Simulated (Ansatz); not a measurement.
Calculated with Ansatz (gas phase, PBE0-D4/def2-TZVP geometries, no zero-point term in ΔE). CBS: MP2 limit from def2 TZ/QZ plus the TZ coupled-cluster correction, frozen cores. Functionals use def2-TZVPP. One conformer a species, not always the lowest.

Consider the ligand exchange at the Al–N bond: `CB[NH][AlH][CH3]` + `O[SiH2][SiH3]` → `[CH3][AlH][O][SiH2][SiH3]` + `CBN`.

```csv
level,ΔE (kJ/mol),difference from CCSD(T)/CBS
PBE-D4,-85.5,2.7
PBE0-D4,-87.3,0.9
ωB97X-V,-89.5,-1.3
B2PLYP,-90.6,-2.4
r2SCAN,-89.6,-1.4
MP2/def2-TZVPP,-88.3,-0.1
HF/def2-QZVPP,-96.5,-8.3
MP2/def2-QZVPP,-88.6,-0.4
SCS-MP2/def2-QZVPP,-89.9,-1.7
HF/CBS(def2),-96.6,-8.4
CCSD(T)/CBS,-88.2,0
```

Largest T1 diagnostic among the species: 0.012.

In def2-TZVPP, CCSD(T) changes the Hartree–Fock value by +7.3 kJ/mol (the triples alone add +1.3 kJ/mol) and MP2 by +7.3 kJ/mol.
